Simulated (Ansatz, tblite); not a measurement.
Forces on `Cc1cc(-c2sc(-c3sc(C(F)(F)F)cc3C)cc2C)sc1-c1cc(C)c(-c2cc(C)c(-c3cc(C)c(C(F)(F)F)s3)s2)s1` at its PBE-D4/def2-SVP geometry. Charge 0, multiplicity 1.

The xTB rows come from tblite. Single mean-field runs in def2-SVP are fitted with def2-universal-jkfit.

GFN1-xTB (tblite), largest force 0.89 eV/Å:

```xyz
68
positions Å, forces eV/Å
C    -0.708   -2.576    1.376   -0.324   -0.411   -0.160
C     0.180   -1.443    1.804    0.359    0.716   -0.164
C     0.869   -1.421    3.042    0.151    0.105    0.196
C     1.652   -0.285    3.264   -0.302   -0.184   -0.313
C     2.446    0.025    4.425    0.209    0.245    0.198
S     2.344   -1.038    5.817    0.363    0.318   -0.126
C     3.515   -0.099    6.717   -0.028    0.367   -0.446
C     3.912   -0.508    8.046    0.206    0.194    0.430
S     3.800   -2.199    8.492   -0.006    0.504    0.054
C     4.371   -1.864   10.095    0.112    0.657   -0.124
C     4.520   -2.955   11.107    0.010   -0.106    0.070
F     4.949   -2.454   12.288   -0.219   -0.339   -0.546
F     3.349   -3.602   11.334    0.586    0.308   -0.040
F     5.411   -3.899   10.713   -0.407    0.445    0.251
C     4.650   -0.521   10.266   -0.044   -0.228    0.099
C     4.393    0.272    9.109   -0.207   -0.775   -0.379
C     4.587    1.761    9.064    0.117    0.546    0.009
C     3.927    0.998    5.961   -0.013   -0.197    0.198
C     3.336    1.086    4.672   -0.387   -0.691    0.182
C     3.654    2.184    3.698    0.119    0.414   -0.353
S     1.529    0.790    1.885   -0.114   -0.392    0.218
C     0.434   -0.288    1.039   -0.030   -0.264    0.224
C    -0.048    0.107   -0.258   -0.102    0.216   -0.395
C     0.199    1.305   -0.935    0.065   -0.117    0.226
C    -0.406    1.410   -2.212   -0.319   -0.732    0.131
C    -0.264    2.619   -3.092    0.047    0.444   -0.322
C    -1.144    0.258   -2.541    0.182    0.255    0.132
C    -1.900   -0.070   -3.722   -0.315   -0.191   -0.331
C    -2.536   -1.278   -4.025    0.191    0.110    0.210
C    -3.211   -1.304   -5.272    0.256    0.799   -0.031
C    -3.926   -2.516   -5.799   -0.283   -0.442   -0.152
C    -3.096   -0.082   -5.955   -0.054   -0.418    0.256
C    -3.603    0.295   -7.254   -0.379   -0.069   -0.477
C    -4.698   -0.203   -7.965    0.268    0.048    0.319
C    -4.908    0.422   -9.227    0.589    0.384    0.203
C    -6.012    0.057  -10.181   -0.340   -0.123   -0.276
C    -3.955    1.407   -9.467   -0.435   -0.469    0.110
C    -3.862    2.297  -10.664    0.129    0.162   -0.102
F    -2.759    3.082  -10.612   -0.666   -0.421   -0.134
F    -4.940    3.121  -10.775    0.532   -0.381    0.033
F    -3.808    1.586  -11.820   -0.006    0.374    0.508
S    -2.805    1.553   -8.175   -0.363   -0.274    0.188
S    -2.166    1.074   -5.025    0.021   -0.463    0.102
S    -1.072   -0.921   -1.244    0.258    0.388    0.065
H    -1.740   -2.230    1.155    0.549   -0.067    0.129
H    -0.771   -3.345    2.169    0.059    0.389   -0.340
H    -0.332   -3.070    0.455   -0.105    0.328    0.456
H     0.798   -2.239    3.774    0.033    0.437   -0.381
H     5.019   -0.112   11.216   -0.185   -0.169   -0.510
H     5.545    2.039    8.574   -0.472   -0.258    0.244
H     4.608    2.185   10.086   -0.039   -0.251   -0.457
H     3.774    2.259    8.497    0.348   -0.314    0.285
H     4.682    1.713    6.313   -0.375   -0.332   -0.204
H     2.765    2.815    3.482    0.382   -0.396    0.179
H     4.006    1.785    2.724   -0.195    0.090    0.523
H     4.445    2.846    4.099   -0.363   -0.338   -0.147
H     0.816    2.107   -0.504   -0.318   -0.427   -0.226
H     0.413    3.362   -2.631   -0.305   -0.380   -0.175
H     0.145    2.357   -4.090   -0.206    0.018    0.525
H    -1.241    3.117   -3.268    0.439   -0.339    0.151
H    -2.496   -2.147   -3.352   -0.034    0.460   -0.356
H    -3.749   -2.653   -6.884   -0.017    0.115    0.531
H    -5.025   -2.441   -5.654    0.578    0.057   -0.018
H    -3.589   -3.430   -5.273   -0.109    0.456   -0.228
H    -5.367   -0.976   -7.566    0.325    0.391   -0.241
H    -6.448    0.955  -10.659    0.266   -0.367    0.275
H    -5.635   -0.595  -10.995   -0.103    0.320    0.450
H    -6.822   -0.487   -9.659    0.421    0.264   -0.204
```

GFN2-xTB (tblite), largest force 0.78 eV/Å:

```
C -0.224 -0.289 -0.096
C 0.296 0.498 -0.044
C 0.099 0.192 0.003
C -0.204 -0.351 0.036
C 0.176 0.377 -0.089
S 0.254 0.219 -0.115
C 0.219 0.493 -0.175
C 0.184 0.429 0.309
S 0.017 0.326 0.127
C 0.131 0.710 -0.067
C -0.047 0.303 -0.290
F -0.186 -0.432 -0.395
F 0.531 0.148 0.088
F -0.330 0.265 0.339
C -0.062 -0.081 -0.055
C -0.149 -0.612 -0.216
C 0.062 0.424 0.021
C -0.104 -0.215 0.029
C -0.221 -0.493 0.209
C 0.098 0.294 -0.242
S -0.109 -0.307 0.147
C -0.217 -0.387 0.024
C 0.123 0.374 -0.102
C -0.062 -0.200 0.063
C -0.190 -0.513 0.166
C 0.042 0.304 -0.217
C 0.126 0.393 -0.125
C -0.199 -0.362 -0.010
C 0.109 0.175 0.009
C 0.240 0.560 0.074
C -0.190 -0.338 -0.134
C -0.187 -0.514 0.050
C -0.506 -0.304 -0.234
C 0.259 0.147 0.175
C 0.374 0.183 0.225
C -0.244 -0.073 -0.169
C -0.457 -0.507 0.154
C 0.108 -0.183 0.344
F -0.599 -0.288 -0.251
F 0.479 -0.235 -0.105
F 0.009 0.436 0.316
S -0.284 -0.155 0.046
S 0.008 -0.381 0.082
S 0.197 0.306 0.024
H 0.624 -0.084 0.137
H 0.098 0.487 -0.381
H -0.130 0.372 0.511
H 0.064 0.589 -0.480
H -0.244 -0.243 -0.657
H -0.513 -0.289 0.284
H -0.031 -0.331 -0.537
H 0.402 -0.380 0.316
H -0.526 -0.490 -0.255
H 0.435 -0.448 0.186
H -0.228 0.119 0.596
H -0.432 -0.424 -0.142
H -0.413 -0.580 -0.269
H -0.360 -0.478 -0.175
H -0.242 0.035 0.591
H 0.497 -0.380 0.154
H -0.024 0.619 -0.442
H -0.020 0.157 0.609
H 0.641 0.061 -0.003
H -0.123 0.564 -0.240
H 0.470 0.547 -0.309
H 0.288 -0.438 0.302
H -0.110 0.368 0.490
H 0.508 0.314 -0.216
```

PBE-D4/def2-SVP (Ansatz), largest force 0.02 eV/Å:

```
C 0.001 0.003 0.002
C 0.003 0.000 -0.002
C -0.003 0.001 0.002
C -0.001 -0.001 -0.005
C -0.004 0.004 0.000
S 0.001 -0.006 -0.003
C -0.002 0.004 -0.001
C 0.001 0.005 0.004
S 0.000 -0.005 -0.008
C 0.001 0.002 0.007
C -0.007 0.003 -0.010
F 0.004 0.004 0.010
F -0.003 -0.001 0.002
F 0.005 -0.004 -0.003
C 0.001 -0.002 -0.002
C -0.002 0.000 -0.002
C 0.001 -0.001 0.002
C -0.001 0.000 0.002
C 0.004 -0.004 0.002
C -0.001 -0.001 0.000
S 0.001 0.001 0.004
C -0.006 -0.006 -0.001
C 0.000 0.004 0.002
C -0.002 -0.003 -0.003
C 0.000 -0.001 -0.005
C 0.001 -0.003 0.003
C -0.001 0.003 0.008
C 0.004 -0.006 0.003
C -0.003 0.004 -0.005
C 0.000 0.000 0.001
C 0.001 0.000 0.002
C 0.003 -0.003 0.002
C -0.002 0.000 -0.001
C 0.003 0.000 0.001
C -0.002 -0.001 0.002
C -0.003 0.000 0.001
C -0.004 0.002 -0.008
C 0.018 -0.002 0.011
F -0.008 -0.003 -0.002
F -0.008 0.005 -0.003
F 0.000 -0.002 -0.003
S 0.006 0.000 0.004
S -0.003 0.005 0.000
S 0.005 0.001 -0.004
H 0.002 -0.002 -0.001
H 0.001 0.002 -0.002
H -0.002 0.000 0.000
H 0.002 0.002 0.001
H 0.000 0.001 0.001
H 0.001 0.000 -0.001
H 0.001 0.000 0.001
H -0.002 0.002 0.000
H 0.001 0.001 0.000
H 0.000 -0.001 0.000
H 0.000 0.000 0.001
H 0.000 0.001 0.000
H 0.001 -0.002 0.001
H 0.000 -0.001 0.000
H 0.000 0.001 -0.001
H 0.000 0.000 -0.002
H 0.000 0.001 0.001
H 0.000 0.000 -0.002
H -0.003 0.000 0.000
H -0.001 0.000 0.000
H -0.001 -0.001 -0.001
H 0.000 0.002 -0.001
H 0.002 -0.001 -0.002
H -0.001 -0.001 0.001
```
